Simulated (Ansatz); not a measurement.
BrH5O2Si2, SMILES `O[Si](O)([SiH3])Br`. Charge 0, multiplicity 1.

Z-matrix (Å, degrees):
```
Si
O 1 1.638
Si 1 2.331 2 115.0
O 1 1.627 2 108.8 3 120.8
Br 1 2.247 2 106.4 3 -119.5
H 2 0.959 1 117.5 3 92.2
H 3 1.486 1 110.4 2 61.0
H 3 1.487 1 108.2 2 -58.5
H 3 1.485 1 109.7 2 -177.8
H 4 0.960 1 118.3 2 50.5
```

Question: What are the harmonic wavenumbers in cm⁻¹ at PBE0-D4/def2-TZVP (Ansatz, finite differences of forces, unscaled)? (Best estimate.)

Answer: Ansatz gave: 88, 100, 140, 185, 188, 239, 253, 309, 399, 485, 521, 531, 805, 815, 855, 914, 932, 935, 975, 2223, 2235, 2243, 3894, 3918.

Question: Is this a minimum?

Answer: Yes, all 24 modes are real.

Question: Give the ideal-gas thermochemistry at 298.15 K and 1 bar (rigid rotor, harmonic oscillator; point group C1, symmetry number 1).

Answer: Zero-point energy 144.7 kJ/mol; H(298) − E = 170.5 kJ/mol; entropy 392.1 J/(mol·K), of which translation 173.1, rotation 121.6, vibration 97.4; G(298) − E = 53.6 kJ/mol. Modes under 100 cm⁻¹ are hindered rotations or soft bends, so the harmonic entropy is rough.
